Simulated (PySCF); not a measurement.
Radial density of Nb(2+) (niobium, charge +2)

UHF, [Kr] 4d2 5s1, high-spin 4F determinant (an excited configuration). Computed with PySCF 2.14 in aug-cc-pVTZ-PP with ECP28MDF (6s6p5d3f2g, 88 functions), with scalar relativity through the core potential. This is the valence pseudo-density: the core potential removes the inner electrons and smooths the orbitals near the nucleus.

```csv
r (bohr),4πr²ρ (e/bohr),4πr²(ρα − ρβ)
0.0366,1.826e-05,0.0000
0.0616,4.743e-05,0.0000
0.104,0.0001718,0.0000
0.174,0.001387,0.0002
0.293,0.02263,0.0039
0.493,0.6437,0.0687
0.829,6.788,0.6182
1.39,7.546,1.2910
2.35,1.539,1.0085
3.95,0.2631,0.2608
6.64,0.004364,0.0044
```

Energies and moments cover only the electrons outside the core potential.
